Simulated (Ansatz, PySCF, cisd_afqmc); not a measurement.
System: GeF, charge 0, doublet. GeF (SMILES [F][Ge], doublet).
B3LYP-D3(BJ)/def2-TZVP minimum from Ansatz (a program for electronic structure):
```
F
Ge 1 1.7699
```
Charge 0, spin multiplicity 2.

Atomisation energy term by term, kcal/mol (programs: Ansatz, cisd_afqmc). Open shells are spin-unrestricted; no spin-orbit coupling. Cores are frozen in correlated methods (noble-gas shells, and filled d and f shells in the p block). No relativity. AFQMC/CISD: phaseless, guided by CISD from CCSD amplitudes; bars are statistical, one sigma. Outlying blocks are dropped, and bars are widened where a walk drifts. Over all cases where full CI ran beside it in this data, AFQMC minus full CI had a median of +0.1 mEh and passed +0.4 mEh in a tenth of the cases. CBS(X,Y): correlation extrapolated as X^-3, Hartree-Fock from the larger set (Q,5: extrapolated as (X+1)exp(-9√X)). A bracket is a step between two methods taken in the basis named.

```json
[
 {"term": "Hartree-Fock", "basis": "CBS(cc-pVQZ,cc-pV5Z)", "kcal/mol": "78.92"},
 {"term": "CCSD correlation", "basis": "CBS(cc-pVQZ,cc-pV5Z)", "kcal/mol": "41.42"},
 {"term": "(T)", "basis": "CBS(cc-pVQZ,cc-pV5Z)", "kcal/mol": "4.19"},
 {"term": "CCSDT(Q) - CCSD(T)", "basis": "cc-pVQZ", "kcal/mol": "0.05"},
 {"term": "CCSDTQ - CCSDT(Q)", "basis": "cc-pVDZ", "kcal/mol": "-0.08"},
 {"term": "minus zero-point energy", "basis": "Hessian by PySCF at B3LYP-D3(BJ)/def2-TZVP", "kcal/mol": "-0.93"},
 {"term": "sum: D0", "basis": "", "kcal/mol": "123.6"}
]
```

The step beyond CCSD(T) by other levels: CCSDTQ in cc-pVDZ 0.39; AFQMC/CISD in cc-pVDZ 0.68 ± 0.19; CCSDT(Q) in cc-pVDZ 0.47; CCSDT(Q) in cc-pVTZ 0.10 kcal/mol.
